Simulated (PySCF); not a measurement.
**Question.** What does the PBE0-D3(BJ)/def2-SVP structure of InChI=1S/BrF3Ge/c1-5(2,3)4 look like in three dimensions?

**Answer.** 
```xyz
5
BrF3Ge angstrom
F     -1.136   -0.926   -1.260
Ge    -0.198   -0.197   -0.034
F     -0.747   -0.832    1.452
F     -0.564    1.470   -0.041
Br     1.994   -0.554   -0.336
```

Orientation and origin are arbitrary. Atoms count from 1 in this order. Ge2 (germanium bonded to Br and 3 F) is tetrahedral (angles from 106.8° to 111.9°). All 3 F–Ge bonds measure 1.707 Å.

Bonds between heavy atoms (Å): F1–Ge2 1.707, Ge2–F3 1.707, Ge2–F4 1.707, Ge2–Br5 2.241.

Level of theory: PBE0-D3(BJ)/def2-SVP geometry optimisation, gas phase (PySCF).

Point group: C3v (tolerance 0.08 Å). Whether it is a minimum is left open (no frequencies).

Time: 52 s wall; peak memory 0.43 GiB. Hardware: an Arm Neoverse V2 with one thread, shared host. That covers the optimisation of the geometry.

***

**Question.** Give a PBE0-D3(BJ)/def2-SVP geometry of trichlorofluorosilane (`F[Si](Cl)(Cl)Cl`).

**Answer.** 
```xyz
5
Cl3FSi angstrom
F      0.071   -0.009    1.568
Si     0.098   -0.020   -0.034
Cl     1.923   -0.664   -0.633
Cl    -0.244    1.867   -0.693
Cl    -1.347   -1.280   -0.688
```

Orientation and origin are arbitrary. Atoms count from 1 in this order. Si2 (fluorine-bound silicon) is tetrahedral (angles from 108.3° to 110.7°). All 3 Cl–Si bonds measure 2.026 to 2.027 Å.

Bonds between heavy atoms (Å): F1–Si2 1.602, Si2–Cl3 2.026, Si2–Cl4 2.027, Si2–Cl5 2.026.

Computed, not measured: PBE0-D3(BJ)/def2-SVP geometry optimisation, gas phase (PySCF 2.14.0).

Point group: C3v (tolerance 0.08 Å). Stationary, but not proved a minimum.

Time: 24 s of wall time; peak memory 0.37 GiB. Hardware: one thread of an Arm Neoverse V1, on a shared host. This is the geometry optimisation.
